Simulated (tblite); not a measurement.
C7H11O (doublet state).
Atom-mapped SMILES: `[CH3:1]/[C:2]=[CH:3]\[C:4](=[O:5])[CH2:6][CH2:7][CH3:8]` (hydrogens: H9, H10, H11 on C1; H12 on C3; H13, H14 on C6; H15, H16 on C7; H17, H18, H19 on C8)

Computed geometry: GFN2-xTB, gas phase. This method treats the open shell by occupation alone, without spin polarisation.

Question: Give the optimised bond lengths and angles.

Answer: 
| bond | length (pm) | order |
| --- | --- | --- |
| C1–C2 | 145.0 | single |
| C2=C3 | 131.0 | double |
| C3–C4 | 148.9 | single |
| C4=O5 | 120.8 | double |
| C4–C6 | 151.5 | single |
| C6–C7 | 152.6 | single |
| C7–C8 | 152.3 | single |
| C1–H9, C1–H10, C1–H11 | 109.3 | single |
| C3–H12 | 108.1 | single |
| C6–H13, C6–H14 | 109.4 | single |
| C7–H15, C7–H16 | 109.2 | single |
| C8–H17, C8–H18, C8–H19 | 108.8 | single |

Bonds in one row agree within 1 pm and their mean is given. Orders are formal, as drawn. A selection of angles:
| angle | degrees |
| --- | --- |
| C1–C2–C3 | 135.7 |
| C2–C3–C4 | 123.0 |
| C3–C4–O5 | 123.9 |
| C3–C4–C6 | 112.9 |
| O5–C4–C6 | 123.2 |
| C4–C6–C7 | 112.5 |
| C6–C7–C8 | 111.6 |

Torsions: C1–C2–C3–C4 0° (synperiplanar); C2–C3–C4–O5 0° (synperiplanar); C3–C4–C6–C7 180° (antiperiplanar); C4–C6–C7–C8 180° (antiperiplanar).

The C–C distances run from 1.310 Å (C2=C3, drawn double) to 1.526 Å (C6–C7, drawn single), a spread of 0.216 Å. C2 (carbon bonded to 2 C) is bent (angle 135.7°). The 8 heavy atoms lie in one plane (0.002 Å rms). C4 (carbon bonded to 2 C and O) is planar (angles 123.9°, 123.2° and 112.9°, sum 360.0°, 0.00 Å off the plane of its three neighbours). Of the pairs four or more bonds apart, O5···H10 is among the closest relative to their van der Waals radii: 2.26 Å, 83 % of the sum of Bondi's values. C3 (carbon bonded to 2 C and H) is planar (angles 123.0°, 121.9° and 115.1°, sum 360.0°, 0.00 Å off the plane of its three neighbours).

Point group: Cs (every atom within 0.08 Å of its image). Its GFN2-xTB frequencies are all real (lowest 36 cm⁻¹). 3 starts were optimised and ended at 0.00, 3.20 and 3.60 kcal/mol (GFN2-xTB); the lowest of these is shown.

One conformer stands for the species.
